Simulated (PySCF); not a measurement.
# One molecule, several mistakes: B2C2H7 cation

Calculated results; nothing here was measured. They come from PySCF 2.14.0, an open-source quantum chemistry program, on an isolated molecule that a program drew, which may never have been made. The molecule is B2C2H7 cation (charge +1, singlet), drawn as the SMILES string `[BH+]CCB`.

Each row is a Hartree-Fock (HF) and frozen-core CCSD(T) single point in the cc-pVDZ basis, meant for a local HF minimum. Run 1 is clean. Each other run has one planted mistake out of seven kinds, and not every kind appears here: one electron removed, one electron added, multiplicity raised by two, geometry at a saddle point, minimal basis STO-3G, one bond length entered in bohr, all coordinates scaled. The reference is restricted for singlets and unrestricted otherwise, and also for a bond in bohr. Adding or removing an electron swaps singlet and doublet. Electrons count all cores. HOMO and LUMO are orbital energies over both spins, the gradient is its largest component, and the lowest frequency (negative if imaginary) is given only where the gradient is small. Bond lengths are over the 10 bonds as drawn. T1 is the CCSD diagnostic: over 0.02 (restricted) or 0.045 (unrestricted) a single reference is doubtful.

Geometry of the clean run:
```xyz
11
B2C2H7 cation, angstrom
B    -1.6280    1.0559   -0.4534
C    -0.1444    1.0717   -0.5463
C     0.4692   -0.2052   -1.2043
B    -0.2735   -0.7347   -2.4976
H    -2.7995    1.0677   -0.3615
H     0.0719    1.9689   -1.1533
H     0.2531    1.2865    0.4564
H     1.5289   -0.0179   -1.3828
H     0.4441   -1.0351   -0.4854
H     0.2358   -1.5241   -3.2266
H    -1.4068   -0.3656   -2.7125
```

```
run,electrons,basis functions,<S^2>,HOMO (eV),LUMO (eV),gradient (hartree/bohr),lowest frequency (cm^-1),mean bond (Å),longest bond (Å),T1,HF (hartree),CCSD(T) (hartree),mistake
1,28,91,0.000,-17.40,-4.59,3.1e-05,87,1.2600,1.583,0.0117,-128.85686,-129.34392,no fault
2,28,91,0.727,-16.13,-4.69,1.7e-02,-,1.3577,2.075,0.0565,-128.73475,-129.21806,one bond length entered in bohr
3,28,91,2.025,-11.94,-8.93,1.3e-01,-,1.2600,1.583,0.0509,-128.67181,-129.15361,?
4,28,27,0.000,-16.62,-2.68,2.6e-02,-,1.2600,1.583,0.0098,-127.33945,-127.56217,?
```

**Which mistake was planted in run 3, and what did it cost?**

Electrons, basis and geometry are unchanged, and <S^2> is 2.025, beside S(S+1) = 2.00 for a multiplicity of 3. So the mistake is: multiplicity raised by two. Subtracting run 1 and multiplying by 627.51 kcal/mol a hartree, the energy moved by 116.1 kcal/mol in HF and 119.4 kcal/mol in CCSD(T).

**Which mistake was planted in run 4, and what did it cost?**

It has 27 basis functions where the clean run has 91, with the same electrons and geometry. So the mistake is: minimal basis STO-3G. Subtracting run 1 and multiplying by 627.51 kcal/mol a hartree, the energy moved by 952.2 kcal/mol in HF and 1118.1 kcal/mol in CCSD(T).

Cautions from the logs. Run 2: T1 is over the limit, so its CCSD(T) energy is less reliable; run 3: T1 is over the limit, so its CCSD(T) energy is less reliable.
